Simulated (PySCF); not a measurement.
Molecule: SMILES O[Si](F)(F)F (HF₃OSi). Atoms near the plane z = 0.0 Å, at the PBE0/def2-SVP optimised geometry (x, y, z in Å): Si2 (-0.5, -0.4, 0.0), F3 (-0.9, 1.2, 0.0), F5 (1.1, -0.4, 0.0).

Calculation: PBE0/def2-TZVP (PySCF). Cells within 0.4 Å of a nucleus heavier than hydrogen are left out (blank, or x). The values are rescaled to run from 0 to 1.

```
|000000000000000000000000000|
|000000000000000000000000000|
|000000000000000000000000000|
|000000000010000000000000000|
|000000012332210000000000000|
|000001245666421000000000000|
|000002468998742000000000000|
|000013689999862000000000000|
|000014799xx9962000000000000|
|000014799xx9951000110000000|
|000013689xx9840023432100000|
|000001468998521367764200000|
|000000135510003789986310000|
|00000001103x70599x998520000|
|0000000000xxx249xxx98520000|
|0000000000xxx159xxx98520000|
|000000001015305899997410000|
|000000001100013689986310000|
|000000000111111356653100000|
|000000000000000123321000000|
|000000000000000001110000000|
|000000000000000000000000000|
|000000000000000000000000000|
|000000000000000000000000000|
|000000000000000000000000000|
|000000000000000000000000000|
|000000000000000000000000000|
```
Scale: ten equal steps from 0.000 (start of '0') to 1.00 (end of '9'), in the order '0123456789'; x runs from -3.50 to 3.50, y from -3.50 (bottom) to 3.50 (top).

Problem. Which quantity is mapped?
A) deformation density (molecule minus spherical neutral atoms)
B) electrostatic potential
C) log10 of the electron density
D) electron localisation function

Solution. D, electron localisation function
